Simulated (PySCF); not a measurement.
**`N[C@]12CCC[C@H]1C2`, C₆H₁₁N**

Geometry (Å), atoms numbered from 1 in this order:
```xyz
18

N     1.7264   -1.3807   -0.3617
C     0.6799   -0.5000    0.0632
C    -0.7106   -1.1107    0.0700
C    -1.6725    0.0816   -0.0146
C    -0.8935    1.1996   -0.7231
C     0.5585    0.9153   -0.4097
C     0.9054    0.6369    1.0318
H     1.8850   -2.1069    0.3306
H     2.5942   -0.8725   -0.4903
H    -0.8008   -1.7509   -0.8089
H    -0.8928   -1.7193    0.9571
H    -2.5860   -0.1752   -0.5491
H    -1.9569    0.4036    0.9875
H    -1.2088    2.1883   -0.3849
H    -1.0426    1.1460   -1.8030
H     1.3059    1.3714   -1.0433
H     1.9237    0.8365    1.3371
H     0.1769    0.8434    1.7997
```

Method used: TDDFT PBE0/aug-cc-pVDZ circular dichroism and optical rotation, one conformer, gas phase (PySCF). Geometry: GFN2-xTB.

The molecule is flexible and this is one conformer; a measurement averages over conformers. States above about 6.3 eV (minus the energy of the highest occupied orbital) lie near or above the ionisation threshold and depend on the basis.

(1) Draw the ECD and absorption spectra from the lowest 12 states, each a Gaussian of half-width 0.25 eV at 1/e height.

Answers

(1) 
| E (eV) | λ (nm) | Δε (L mol⁻¹ cm⁻¹) | ε (L mol⁻¹ cm⁻¹) |
| --- | --- | --- | --- |
| 4.71 | 263 | +0.03 | 27.5 |
| 4.81 | 258 | +0.14 | 116 |
| 4.91 | 253 | +0.43 | 355 |
| 5.01 | 248 | +0.96 | 791 |
| 5.11 | 243 | +1.56 | 1280 |
| 5.21 | 238 | +1.85 | 1500 |
| 5.31 | 234 | +1.69 | 1310 |
| 5.41 | 229 | +1.50 | 904 |
| 5.51 | 225 | +2.01 | 675 |
| 5.61 | 221 | +3.50 | 776 |
| 5.71 | 217 | +5.31 | 1020 |
| 5.81 | 213 | +6.15 | 1100 |
| 5.91 | 210 | +5.39 | 891 |
| 6.01 | 206 | +3.53 | 569 |
| 6.11 | 203 | +1.30 | 388 |
| 6.21 | 200 | -1.49 | 532 |
| 6.31 | 197 | -5.72 | 1130 |
| 6.41 | 193 | -11.73 | 2280 |
| 6.51 | 190 | -17.88 | 3930 |
| 6.61 | 188 | -20.63 | 5610 |
| 6.71 | 185 | -17.52 | 6470 |
| 6.81 | 182 | -10.39 | 5900 |
| 6.91 | 179 | -3.56 | 4360 |
| 7.01 | 177 | +0.83 | 2850 |

Δε uses R in velocity form, ε uses f in length form. Only the states computed contribute, so the short-wavelength end is incomplete.
